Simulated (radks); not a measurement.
The numbers below are computed, except where a source is named.
All-electron atom: Te46+ in [He] 2s2 2p2 (the NIST ground configuration). Level of theory: scalar-relativistic Kohn-Sham, BLYP, spin-polarised, spherical densities, finite nucleus; open shells are filled with parallel spins first (spin-orbit coupling, left out, can overturn this in heavy ions); Fermi nuclear charge, rms radius 4.7423 fm (a radial shooting solver on a logarithmic mesh with Libxc functionals).

Normalised radial functions P(r) = r R(r), r in bohr:

| r | 1s up | 2p down |
|---|---|---|
| 0.001063 | 0.9415 | 0.0067 |
| 0.001287 | 1.1115 | 0.0094 |
| 0.00156 | 1.3090 | 0.0132 |
| 0.001875 | 1.5267 | 0.0182 |
| 0.002272 | 1.7863 | 0.0256 |
| 0.002753 | 2.0809 | 0.0358 |
| 0.003336 | 2.4113 | 0.0502 |
| 0.004042 | 2.7764 | 0.0703 |
| 0.004858 | 3.1551 | 0.0969 |
| 0.005886 | 3.5726 | 0.1351 |
| 0.007132 | 4.0000 | 0.1876 |
| 0.008642 | 4.4179 | 0.2593 |
| 0.01047 | 4.7997 | 0.3561 |
| 0.01259 | 5.1003 | 0.4788 |
| 0.01525 | 5.3078 | 0.6454 |
| 0.01848 | 5.3659 | 0.8585 |
| 0.02239 | 5.2378 | 1.1237 |
| 0.02713 | 4.9006 | 1.4418 |
| 0.03261 | 4.3824 | 1.7896 |
| 0.03951 | 3.6716 | 2.1787 |
| 0.04788 | 2.8557 | 2.5598 |
| 0.05801 | 2.0302 | 2.8810 |
| 0.07029 | 1.2947 | 3.0790 |
| 0.08517 | 0.7238 | 3.0907 |
| 0.1024 | 0.3572 | 2.8889 |
| 0.124 | 0.1417 | 2.4617 |
| 0.1503 | 0.0446 | 1.8786 |
| 0.1821 | 0.0106 | 1.2544 |
| 0.2207 | 0.0018 | 0.7127 |
| 0.2652 | 0.0002 | 0.3453 |
| 0.3214 | 0.0000 | 0.1290 |
| 0.3894 | 0.0000 | 0.0367 |

1s up: eigenvalue -35708 eV, 0 radial nodes, <r> = 0.0277 bohr, 90 % of the charge inside 0.0498 bohr. 2p down (empty): eigenvalue -7902.5 eV, 0 radial nodes, <r> = 0.0991 bohr, 90 % of the charge inside 0.160 bohr.
